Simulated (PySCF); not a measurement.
One molecule, one basis, several functionals.

Compound: butyl acetate, C6H12O2.
Bonds: C1–C2, C2–C3, C3–C4, C4–O5, O5–C6, C6–C7, C6–O8 (double). Hydrogens: H9, H10, H11 on C1; H12, H13 on C2; H14, H15 on C3; H16, H17 on C4; H18, H19, H20 on C7.

Torsions of this conformer, `[CH3:1][CH2:2][CH2:3][CH2:4][O:5][C:6]([CH3:7])=[O:8]`: C1–C2–C3–C4 64°, C2–C3–C4–O5 173°, C3–C4–O5–C6 86°, C4–O5–C6–C7 178°.

PySCF, pcSseg-1 basis, density fitting, gas phase, PBE0-D3(BJ)/def2-SVP geometry. One functional is left out:

```
functional  exact exchange (%)  HOMO energy (eV)  LUMO energy (eV)  dipole moment (D)
     B97-D                   0             -6.23             -0.61              1.682
      OPBE                   0             -6.13             -0.56              1.649
     B3LYP                  20             -7.62              0.15              1.711
  mPW1PW91                  25             -7.95              0.40              1.721
 BHandHLYP                  50             -9.53              1.65              1.775
```

Predict the row of PBE0 (25 % exact exchange) by straight lines through the other rows, and check it.

```
         property   line  computed  computed − line  mPW1PW91 (25 %), for comparison
 HOMO energy (eV)  -7.90     -7.90             0.00                            -7.95
 LUMO energy (eV)   0.47      0.43            -0.04                             0.40
dipole moment (D)  1.721     1.714           -0.007                            1.721
```

Which of these properties follows the share of exact exchange most closely, and which least?

Most closely the HOMO energy, least the dipole moment; the correlations over the tabulated rows are HOMO energy -0.999, LUMO energy 0.996, dipole moment 0.969. The HOMO energy moves by -0.674 eV for every 10 %. Functionals with the same share still differ in their other parts: at 0 % B97-D and OPBE differ by 0.10 eV in it.
